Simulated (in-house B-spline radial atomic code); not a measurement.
Configurations of In⁺, with energies counted from [Kr] 4d10 5s2. All numbers are computed (Dirac-Hartree-Fock, average of configuration; Fermi nucleus of rms radius 4.6156 fm) with an all-electron radial atomic-structure program (B-spline basis), not measured. Energies include first-order Breit, QED and recoil terms.

Occupations are held fixed; configurations that lie above the ionisation limit could autoionise.

```tsv
configuration	E - E(ref) (eV)	highest orbital	its <r> (bohr)
[Kr] 4d10 5s1 (8d3/2)1	15.553	8d3/2	26.45
[Kr] (4d3/2)4 (4d5/2)5 5s2 (6p3/2)1	26.428	6p3/2	7.375
[Ar] (3d3/2)4 (3d5/2)5 4s2 4p6 4d10 5s2 (5g9/2)1	457.71	5g9/2	13.74
[Ar] (3d3/2)3 (3d5/2)6 4s2 4p6 4d10 5s2 (8p3/2)1	465.45	8p3/2	20.05
[Ar] (3d3/2)3 (3d5/2)6 4s2 4p6 4d10 5s2 (6g9/2)1	465.94	6g9/2	21.99
[Ar] (3d3/2)3 (3d5/2)6 4s2 4p6 4d10 5s2 (8f5/2)1	466.59	8f5/2	44.4
[Ar] (3d3/2)3 (3d5/2)6 4s2 4p6 4d10 5s2 (9f5/2)1	466.77	9f5/2	57.07
```

Q: Order these further configurations by energy, lowest first.
A. [Kr] (4d3/2)4 (4d5/2)5 5s2 (7p1/2)1
B. [Kr] (4d3/2)4 (4d5/2)5 5s2 (8f7/2)1
C. [Ar] 3d10 4s2 (4p1/2)1 (4p3/2)4 4d10 5s2 6s1
D. [Ar] (3d3/2)4 (3d5/2)5 4s2 4p6 4d10 5s2 (5f5/2)1
E. [Kr] (4d3/2)3 (4d5/2)6 5s2 (8p3/2)1

A: A (28.68 eV), E (30.634 eV), B (30.925 eV), C (98.106 eV), D (457.68 eV).

Q: How far above the reference does [Kr] 4d10 5s1 (7d5/2)1 lie?

A: 14.922 eV; its least bound orbital is 7d5/2 with <r> = 18.08 bohr.

Q: How far above the reference does [Kr] 4d10 5s1 (9g9/2)1 lie?

A: 16.347 eV; its least bound orbital is 9g9/2 with <r> = 55.73 bohr.
